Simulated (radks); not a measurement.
Polarisability of the chromium ion Cr2+, [Ar] 3d4, at imaginary frequency. All-electron calculation, non-relativistic Kohn-Sham, LDA (Slater exchange, Perdew-Wang correlation), spin-polarised, spherical densities, point nucleus; open shells are filled with parallel spins first. Program: a radial shooting solver on a logarithmic mesh with Libxc functionals. Response by self-consistent Sternheimer equations with the Hartree and adiabatic LDA kernel.

| w (hartree) | alpha1(iw) (bohr^3) |
|---|---|
| 0.00266 | 4.488 |
| 0.0143 | 4.485 |
| 0.0360 | 4.471 |
| 0.0697 | 4.424 |
| 0.118 | 4.314 |
| 0.186 | 4.098 |
| 0.280 | 3.748 |
| 0.413 | 3.276 |
| 0.605 | 2.732 |
| 0.892 | 2.161 |
| 1.35 | 1.578 |
| 2.12 | 1.007 |
| 3.59 | 0.5186 |
| 6.94 | 0.1921 |
| 17.5 | 0.04162 |

Static values: alpha1 = 4.488 bohr^3 (0.6651 angstrom^3; uncoupled 5.486). C6 = 13.47, triple-dipole C9 = 39.58 atomic units. One-pole (London) frequency 4 C6 / (3 alpha1^2) = 0.892 hartree, against 0.900 for minus the highest occupied eigenvalue. The dipole shielding factor is 0.917, as the force sum rule N/Z = 0.917 demands.
